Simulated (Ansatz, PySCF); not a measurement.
The pair A = H2 (SMILES [H][H]) (first 2 atoms), B = H2 (SMILES [H][H]); geometry from B3LYP-D3(BJ)/def2-TZVP.
(charge 0, multiplicity 1):
```csv
atom,x (Å),y (Å),z (Å)
H,0.0192,0.2192,-0.2821
H,0.1870,-0.1096,-0.9280
H,-0.2263,0.2340,3.0045
H,0.0201,-0.3436,2.6056
```

Rows in 6-31G* carry no dispersion term and start afresh at each structure (6-31G* with six Cartesian d functions).

The values were computed with Ansatz (Gaussian orbitals); PySCF for 6-31G* rows. Each number belongs to the level named beside it.

Total energies (hartree), monomers frozen at their geometry in the pair:

| structure | HF/6-31G* | HF/aug-cc-pVDZ | CCSD(T)/aug-cc-pVTZ |
|---|---|---|---|
| AB | -2.2532970 | -2.2575467 | -2.3454364 |
| A in the pair's basis | -1.1267003 | -1.1288213 | -1.1726439 |
| B in the pair's basis | -1.1267101 | -1.1288196 | -1.1726498 |
| A | -1.1266881 | -1.1288135 | -1.1726350 |
| B | -1.1266876 | -1.1288136 | -1.1726350 |

Task: Work out the interaction energy without and with the counterpoise correction, and the superposition error, for each level.

Result: 
E(AB) − E(A) − E(B), times 627.509 kcal/mol, with the monomers in their own basis and then in the pair's basis:
- HF/6-31G*: 0.05 uncorrected, 0.07 corrected; the monomers gain 0.02 kcal/mol from borrowed functions
- HF/aug-cc-pVDZ: 0.05 uncorrected, 0.06 corrected; the monomers gain 0.01 kcal/mol from borrowed functions
- CCSD(T)/aug-cc-pVTZ: -0.10 uncorrected, -0.09 corrected; the monomers gain 0.01 kcal/mol from borrowed functions

Ansatz is a program for electronic structure.
